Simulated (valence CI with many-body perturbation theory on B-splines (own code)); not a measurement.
E1 transitions of La I

Computed by valence CI with perturbative core correlation (CI+MBPT): three valence electrons over a frozen Dirac-Fock core [Xe], radial functions for each j: 7 s, 7 p, 7 d, 7 f, 4 g, 2 h, with the one-electron correlation potential Σ1 (screened to all orders), the two-electron term Σ2, the three-electron term Σ3, Breit, model QED; selected single and double excitations, second order for the rest, scaled by the run's own slope (own B-spline code, finite nucleus).

Set against measurement, 62 paired levels are off by 609 cm⁻¹ on average, the worst by 1408. These come from a selection out of the NIST Handbook of Basic Atomic Spectroscopic Data. Levels without a partner in it may be off by more, other configurations by several thousand cm⁻¹. 6 measured levels below the end of the list, from 15197 cm⁻¹ on, found no clear computed partner.

Lines 101 to 150 of 566 in falling wavelength, among levels below 34338 cm⁻¹, chosen from the strongest by gf and those to the six lowest levels. Wavelengths and rates use the calculated energies, so an error of 600 cm⁻¹ moves a line at 9228 Å by 5.5 % and its rate by three times that or more. Electric multipoles are in the length gauge, E1 and E2 with the static RPA response of the core. Weak lines are less certain than strong ones. Lines between different terms over intervals too small for the method are left out, as are lines whose strength nearly cancels and 6 of this kind that miss the measured wavelength by over 7 %. Where a level lies close to another of its J and parity, the split of strength between their lines is uncertain. The highest levels of a list are the least certain.

Names give the largest LS component (configuration and term), which can be under half, so a name can repeat, a term be missing and a line seem to break the LS rules; names also repeat where a configuration has a term twice. Letters in brackets count levels of one name in rising energy.

```
λ vac (Å)  λ from measured levels                 Upper               Lower   A (s⁻¹)  log gf  Branch %
     9385                            5d2.6p 2D°_3/2 [c]      5d3 2D_3/2 [a]  4.07e+06   -0.67       2.4
     9333                               4f.6s.6p 4G_5/2      5d2.6p 4F°_5/2  2.18e+06   -0.77      12.8
     9277                            5d2.6p 2G°_7/2 [b]          5d3 2G_9/2  7.25e+06   -0.13      11.3
     9263                            5d2.6p 2P°_3/2 [a]       5d2.6s 2D_5/2  3.97e+06   -0.69       5.1
     9262                            5d2.6p 2F°_7/2 [c]          5d3 2H_9/2  7.44e+06   -0.12       9.1
     9228                    9545      5d.6s.6p 4P°_5/2       5d2.6s 4P_5/2  2.49e+06   -0.72      39.4
     9201                               5d.6s.7s 4D_7/2      5d2.6p 4F°_9/2  2.22e+06   -0.65       3.7
     9056                                 5d2.7s 2D_3/2  5d2.6p 2P°_1/2 [a]  3.90e+06   -0.72       7.2
     9048                    8723        5d2.6p 4F°_9/2       5d2.6s 2G_9/2  1.50e+06   -0.74       2.7
     9044                          4f.5d.6s 2D°_3/2 [c]          5d3 2F_5/2  4.33e+06   -0.67       6.7
     9032                            5d2.6p 2F°_5/2 [b]       5d2.6s 2G_7/2  6.56e+06   -0.32      19.6
     8945                               5d.6s.7s 2D_3/2  5d2.6p 2F°_5/2 [b]  5.53e+06   -0.58      11.2
     8942                    9415      5d.6s.6p 2D°_5/2       5d2.6s 4F_5/2  3.93e+05   -1.55       7.7
     8927                            5d2.6p 2G°_7/2 [a]       5d2.6s 2G_7/2  3.12e+06   -0.52      10.4
     8925                             5d2.6d 4D_3/2 [a]  5d2.6p 4D°_3/2 [a]  7.66e+06   -0.44      14.4
     8910                    9441      5d.6s.6p 4F°_3/2       5d2.6s 4F_3/2  1.10e+06   -1.28      32.3
     8895                                 5d2.6d 2F_7/2  5d2.6p 4D°_7/2 [a]  2.45e+06   -0.63       4.6
     8886                             5d2.6d 4P_1/2 [a]  5d2.6p 4D°_1/2 [a]  8.69e+06   -0.69      16.1
     8863                    8960    5d2.6p 2D°_3/2 [a]       5d2.6s 2F_5/2  5.02e+06   -0.63       8.5
     8836                                 5d2.7s 4F_7/2  5d2.6p 2D°_5/2 [a]  2.28e+06   -0.67       5.5
     8818                             5d2.6d 4D_5/2 [a]  5d2.6p 4D°_5/2 [a]  2.03e+06   -0.85       9.6
     8804                            5d2.6p 2F°_5/2 [c]          5d3 2G_7/2  1.14e+07   -0.10      17.8
     8793                             5d2.6d 4D_3/2 [a]  5d2.6p 4D°_1/2 [a]  5.21e+06   -0.62       9.8
     8728                           5d.6s.7s 4D_5/2 [c]  5d2.6p 2P°_3/2 [a]  2.08e+06   -0.85       6.0
     8717                               4f.6s.6p 4D_5/2      5d2.6p 4F°_7/2  2.13e+06   -0.84      12.8
     8712                    8828    5d2.6p 2D°_5/2 [a]       5d2.6s 2F_7/2  4.27e+06   -0.54       7.4
     8649                             5d2.6d 4D_5/2 [b]  5d2.6p 4D°_5/2 [a]  9.99e+06   -0.17      20.5
     8609                                 5d2.7s 4F_5/2  5d2.6p 2D°_3/2 [a]  2.83e+06   -0.72       8.7
     8592                                 5d2.6d 4P_3/2  5d2.6p 4D°_5/2 [a]  6.01e+06   -0.58      13.3
     8573                                 5d2.7s 4F_5/2      5d2.6p 4G°_7/2  2.38e+06   -0.80       7.3
     8565                                 5d2.6d 4D_7/2  5d2.6p 4D°_7/2 [a]  4.27e+06   -0.42       9.2
     8553                               4f.6s.6p 4F_5/2      5d2.6p 4G°_7/2  4.10e+06   -0.57      23.3
     8540                                 5d2.7s 4F_9/2     5d2.6p 4G°_11/2  1.84e+07    0.30      43.0
     8522                           5d.6s.7s 4D_5/2 [a]    5d.6s.6p 2F°_7/2  3.72e+06   -0.61       8.1
     8516                                 5d2.6d 2F_7/2  5d2.6p 4D°_5/2 [a]  2.18e+06   -0.72       4.1
     8456                            5d2.6p 4D°_5/2 [b]          5d3 4F_7/2  3.97e+06   -0.59       8.3
     8438                                 5d2.7s 4F_7/2      5d2.6p 4G°_9/2  1.37e+07    0.07      32.7
     8435                            5d2.6p 2F°_7/2 [b]       5d2.6s 2G_9/2  4.41e+06   -0.42      12.6
     8428                            5d2.6p 4D°_3/2 [b]          5d3 4F_5/2  4.35e+06   -0.73      10.1
     8396                    8842      5d.6s.6p 4F°_5/2       5d2.6s 4F_7/2  4.71e+05   -1.52      13.3
     8382                             5d2.6d 4D_5/2 [b]  5d2.6p 4D°_3/2 [a]  4.62e+06   -0.53       9.5
     8362                            5d2.6p 2F°_7/2 [c]          5d3 2G_9/2  4.44e+06   -0.43       5.5
     8352                            5d2.6p 4D°_7/2 [b]          5d3 4F_9/2  3.30e+06   -0.56       5.5
     8328                                 5d2.6d 4P_3/2  5d2.6p 4D°_3/2 [a]  6.94e+06   -0.54      15.4
     8328                                 5d2.6d 4G_7/2  5d2.6p 2G°_7/2 [a]  1.89e+06   -0.80       3.7
     8260                             5d2.6d 2P_1/2 [b]  5d2.6p 4D°_1/2 [a]  8.27e+06   -0.77      16.5
     8257                            5d2.6p 2G°_9/2 [a]       5d2.6s 2G_9/2  3.80e+06   -0.41      14.2
     8213                                 5d2.6d 4D_7/2  5d2.6p 4D°_5/2 [a]  2.13e+06   -0.76       4.6
     8206                    8751      5d.6s.6p 4D°_1/2       5d2.6s 4F_3/2  6.09e+06   -0.91      93.0
     8198                    8677      5d.6s.6p 4F°_7/2       5d2.6s 4F_7/2  1.87e+06   -0.82      52.1
```
